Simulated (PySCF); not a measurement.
Isomers of C5H11PSi.

All values: CAM-B3LYP/def2-SVPD (PySCF) at GFN2-xTB geometries, gas phase, one conformer each. Core orbitals are frozen in the response; Δα² is half the sum of the squared differences of the principal polarisabilities.

(1) Rank by dipole moment, highest first.
A. `[CH2:1]=[CH:2][Si:3]1([PH2:4])[CH2:5][CH2:6][CH2:7]1` with C1–C2–Si3–P4 1°, C2–Si3–P4–H -48° and 45°, C2–Si3–C5–C6 100°, Si3–C5–C6–C7 13°, C5–C6–C7–Si3 -13°, C2–Si3–C7–C6 -100°
B. `[CH3:1][C:2]#[C:3][Si:4]([CH3:5])([CH3:6])[PH2:7]` with C3–Si4–P7–H 46° and -46°
C. `[CH3:1][C:2]1=[CH:3][CH2:4][Si@@H:5]([PH2:6])[CH2:7]1` with C4–Si5–P6–H -170° and -77°
D. `[CH3:1][P:2]1[CH2:3][CH:4]=[C:5]([SiH3:6])[CH2:7]1` with C1–P2–C3–C4 79°, P2–C3–C4–C5 14°, C4–C5–C7–P2 -15°, C1–P2–C7–C5 -78°

(2) Rank by HOMO energy, lowest first.
A. `[CH2:1]=[CH:2][Si@H:3]([PH2:4])[CH:5]1[CH2:6][CH2:7]1` with C1–C2–Si3–P4 -128°, C2–Si3–P4–H 169° and 76°, C2–Si3–C5–C6 -26°
B. `[CH2:1]=[CH:2][CH:3]([CH:4]=[CH2:5])[SiH2:6][PH2:7]` with C1–C2–C3–C4 145°, C2–C3–C4–C5 -137°, C2–C3–Si6–P7 53°, C3–Si6–P7–H 73° and 166°
C. `[CH3:1][C:2]#[C:3][Si:4]([CH3:5])([CH3:6])[PH2:7]` with C3–Si4–P7–H 46° and -46°
D. `[CH3:1][P:2]1[CH2:3][CH:4]=[C:5]([SiH3:6])[CH2:7]1` with C1–P2–C3–C4 79°, P2–C3–C4–C5 14°, C4–C5–C7–P2 -15°, C1–P2–C7–C5 -78°
E. `[CH2:1]=[CH:2][Si:3]1([PH2:4])[CH2:5][CH2:6][CH2:7]1` with C1–C2–Si3–P4 1°, C2–Si3–P4–H -48° and 45°, C2–Si3–C5–C6 100°, Si3–C5–C6–C7 13°, C5–C6–C7–Si3 -13°, C2–Si3–C7–C6 -100°
F. `[PH2:1][Si@@H:2]1[CH2:3][CH2:4][C:5]12[CH2:6][CH2:7]2` with H–P1–Si2–C3 162° and 70°

Answers

(1) B (1.88 D), A (1.12 D), D (0.90 D), C (0.72 D).

(2) E (-8.66 eV), A (-8.48 eV), F (-8.36 eV), C (-8.20 eV), B (-8.07 eV), D (-7.92 eV).

All values together:

| SMILES | μ (D) | HOMO (eV) | LUMO (eV) | α (Å³) | Δα (Å³) |
| --- | --- | --- | --- | --- | --- |
| C#CCP(C)[SiH2]C | 0.70 | -7.84 | 0.94 | 16.38 | 2.07 |
| P[Si@@H]1CCC12CC2 | 0.85 | -8.36 | 1.09 | 15.98 | 4.17 |
| CC#C[Si](C)(C)P | 1.88 | -8.20 | 0.98 | 17.00 | 5.64 |
| CP1CC=C([SiH3])C1 | 0.90 | -7.92 | 0.97 | 16.02 | 4.44 |
| C#CCP([SiH3])CC | 1.16 | -8.03 | 1.02 | 16.83 | 6.88 |
| CC1=CC[Si@@H](P)C1 | 0.72 | -8.10 | 1.08 | 16.24 | 5.04 |
| C=C[Si]1(P)CCC1 | 1.12 | -8.66 | 0.54 | 16.36 | 5.53 |
| C=CC(C=C)[SiH2]P | 0.58 | -8.07 | 0.83 | 17.13 | 6.22 |
| C=C[Si@H](P)C1CC1 | 1.01 | -8.48 | 0.63 | 16.45 | 4.08 |

Conformers: `[CH:1]#[C:2][CH2:3][P:4]([CH3:5])[SiH2:6][CH3:7]` with C2–C3–P4–C5 -55°, C3–P4–Si6–C7 55°; `[PH2:1][Si@@H:2]1[CH2:3][CH2:4][C:5]12[CH2:6][CH2:7]2` with H–P1–Si2–C3 162° and 70°; `[CH3:1][C:2]#[C:3][Si:4]([CH3:5])([CH3:6])[PH2:7]` with C3–Si4–P7–H 46° and -46°; `[CH3:1][P:2]1[CH2:3][CH:4]=[C:5]([SiH3:6])[CH2:7]1` with C1–P2–C3–C4 79°, P2–C3–C4–C5 14°, C4–C5–C7–P2 -15°, C1–P2–C7–C5 -78°; `[CH:1]#[C:2][CH2:3][P:4]([SiH3:5])[CH2:6][CH3:7]` with C2–C3–P4–Si5 170°, C3–P4–C6–C7 173°; `[CH3:1][C:2]1=[CH:3][CH2:4][Si@@H:5]([PH2:6])[CH2:7]1` with C4–Si5–P6–H -170° and -77°; `[CH2:1]=[CH:2][Si:3]1([PH2:4])[CH2:5][CH2:6][CH2:7]1` with C1–C2–Si3–P4 1°, C2–Si3–P4–H -48° and 45°, C2–Si3–C5–C6 100°, Si3–C5–C6–C7 13°, C5–C6–C7–Si3 -13°, C2–Si3–C7–C6 -100°; `[CH2:1]=[CH:2][CH:3]([CH:4]=[CH2:5])[SiH2:6][PH2:7]` with C1–C2–C3–C4 145°, C2–C3–C4–C5 -137°, C2–C3–Si6–P7 53°, C3–Si6–P7–H 73° and 166°; `[CH2:1]=[CH:2][Si@H:3]([PH2:4])[CH:5]1[CH2:6][CH2:7]1` with C1–C2–Si3–P4 -128°, C2–Si3–P4–H 169° and 76°, C2–Si3–C5–C6 -26°.
